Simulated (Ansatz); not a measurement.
C2H3Cl2FSi, SMILES F/C(=C/Cl)[SiH2]Cl.

The structure is a stationary point at PBE0-D3(BJ)/def2-SVP. The structure was generated by enumeration; whether it is a known compound was not checked. One conformer was computed; it need not be the lowest.

Two levels are set side by side: PBE/def2-SVPD (Ansatz, a first-principles code) and PBE0/def2-SVPD (Ansatz). Energy differences of separate SCF runs at the same geometry; the states with an electron removed or added have multiplicity 2 and 2. Differences are taken from unrounded values.

```tsv
quantity	PBE0
vertical ionisation energy (eV)	9.82
vertical singlet–triplet gap (eV)	3.58
```

**Question.** What does PBE give, and how far is it from PBE0? (An estimate is asked for; the answer gives what the named calculation found.)

**Answer.** 
```
quantity                            PBE  PBE minus PBE0
---------------------------------  ----  --------------
vertical ionisation energy (eV)    9.54           -0.28
vertical singlet–triplet gap (eV)  3.61            0.04
```
